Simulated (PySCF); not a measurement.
Computed shifts of a molecule GeH7NOSi, PBE/pcSseg-1 (PySCF), GIAO, gas phase, atoms alike by connectivity averaged where their shifts nearly agree, in ppm (number of nuclei): ¹⁵N: 38.7 (1). ²⁹Si: -51.8 (1). ¹H: 5.79 (1), 5.67 (1), 5.19 (3), 0.91 (1), 0.60 (1). References: ¹⁷O against H2O (σ = 334.3 ppm); ⁷³Ge against GeH4 (σ = 1614.4 ppm); ¹⁵N against NH3 (σ = 267.0 ppm); ²⁹Si against TMS (σ = 335.4 ppm); ¹H against TMS (σ = 31.49 ppm), references at their B3LYP-D3(BJ)/def2-TZVP geometries, non-relativistic. Geometry optimised at ωB97X-D3(BJ)/def2-SVP. Other conformers were not sampled.

Question: Which molecule gave these data?
A. [NH2][Ge@H]([OH])[SiH3]
B. [NH2][GeH2][SiH2]O
C. [OH][GeH2][NH][SiH3]
D. N[SiH2][O][GeH3]

Answer: C, [OH][GeH2][NH][SiH3]
